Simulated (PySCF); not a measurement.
# Worked example: oscillator strength and radiative lifetime

C3H6Cl2Si, SMILES C/C=C/[SiH](Cl)Cl.

The structure is a stationary point at B3LYP-D3(BJ)/def2-SVP. The structure was generated by enumeration; whether it is a known compound was not checked. One conformer was computed; it need not be the lowest.

TDDFT-PBE/def2-SVPD run with PySCF puts the first singlet state with f over 0.02 at 5.82 eV (vertical), with the transition dipole (-0.717, 0.081, 0.000) in atomic units.

Problem. Find the oscillator strength, the wavelength and the radiative lifetime that this transition would have in vacuum if emission retraced absorption.

Solution. 
|μ|² = 0.5206 au, so |μ| = 1.83 D. ΔE = 5.82/27.211 = 0.2139 hartree. f = (2/3) ΔE |μ|² = 0.074 (the program prints 0.074).
λ = 1239.84/5.82 = 213 nm; ν = 46941 cm⁻¹.
Einstein's coefficient A = 0.6670 ν² f s⁻¹ (ν in cm⁻¹) = 1.1e8 s⁻¹, so τ = 1/A = 9.2 ns. This state is S2; the lower singlet has f = 0.000. The figure is the radiative limit of this one transition; relaxation, internal conversion, crossing to triplets and a medium change what is measured.
